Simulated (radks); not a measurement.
Kinetic energies: the exact non-interacting value of the Kohn-Sham orbitals and orbital-free approximations, as 100 (|E| - |E exact|)/|E exact|, negative where the magnitude is too small. Species: Al+ [Ne] 3s2; Mn [Ar] 3d5 4s2. Method: non-relativistic Kohn-Sham, PBE, spin-polarised, spherical densities, point nucleus; computed with a radial shooting solver on a logarithmic mesh with Libxc functionals. Every spin shell is full or empty, so the densities are truly spherical. Functionals are evaluated on that one density, not self-consistently.

functional           Al+       Mn
exact (hartree)  241.635  1149.84
Thomas-Fermi       -7.72    -6.63
von Weizsacker    -35.21   -47.28
TF + vW           +57.07   +46.10
TF + vW/5          +5.24    +3.92
LC94               +0.13    -0.02
APBEK              +0.27    +0.09
revAPBEK           +0.67    +0.36
Perdew 92          -0.51    -0.76
Pearson            -1.84    -1.33
LKT               +33.19   +25.44
PG1               +27.05   +20.28
DePristo-Kress     -0.03    -0.09
Ernzerhof          +0.20    -0.32
